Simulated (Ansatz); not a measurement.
Reaction (redistribution): `CC(=S)[SeH]` + `C[SiH2][AlH][AlH2]` → `[AlH2][AlH][SeH]` + `C[SiH2]C(C)=S`

Program: Ansatz. Geometries: PBE0-D4/def2-TZVP. ΔE: electronic, gas phase. CCSD(T)/CBS adds triple-zeta CCSD(T) − MP2 to the extrapolated MP2 energy (def2 sets, frozen cores). Functionals use def2-TZVPP. For Se outer-core shells are correlated without core-valence functions, which leaves a few kJ/mol of doubt a bond. Scalar relativity is left out up to krypton. Each species was taken in one conformer, which may not be the lowest.

```tsv
level	ΔE (eV)
B2PLYP	-1.49
HF/def2-TZVPP	-1.72
```

(1) What does CCSD(T)/CBS give? (Best estimate.)

Largest T1 diagnostic among the species: 0.014.

## Answers

(1) Ansatz gave: -1.55 eV. The listed levels differ from it by 0.06, -0.17 eV.

In def2-TZVPP, CCSD(T) changes the Hartree–Fock value by +0.22 eV (the triples alone add +0.04 eV) and MP2 by +0.18 eV. From PBE to PBE0 (25 % exact exchange), in def2-TZVPP and without D4, ΔE moves by −0.13 eV.
